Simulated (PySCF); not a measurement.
H8NSi2, SMILES [SiH3][NH2+][SiH3], charge +1. Heavy atoms are numbered as in [SiH3:1][NH2+:2][SiH3:3]. Hydrogens are named by the atom that carries them.

The structure is a stationary point at PBE0-D3(BJ)/def2-SVP. The isomer is the one that the SMILES or the coordinates give; other isomers of the formula were not compared.

Level of theory: PBE0/pcSseg-1 in PySCF.

GIAO shieldings, no solvent; atoms alike by connectivity are averaged. δ = σ(ref) − σ: ²⁹Si against TMS (σ = 352.7 ppm); ¹⁵N against NH3 (σ = 267.4 ppm); ¹H against TMS (σ = 31.56 ppm), references at their B3LYP-D3(BJ)/def2-TZVP geometries, non-relativistic.

| nucleus | atoms | count | δ (ppm) |
|---|---|---|---|
| ²⁹Si | Si1 (SiH3) | 2 | -17.9 |
| ¹⁵N | N2 (NH2) | 1 | 23.7 |
| ¹H | H on Si1 | 6 | 5.45 |
| ¹H | H on N2 | 2 | 2.56 |
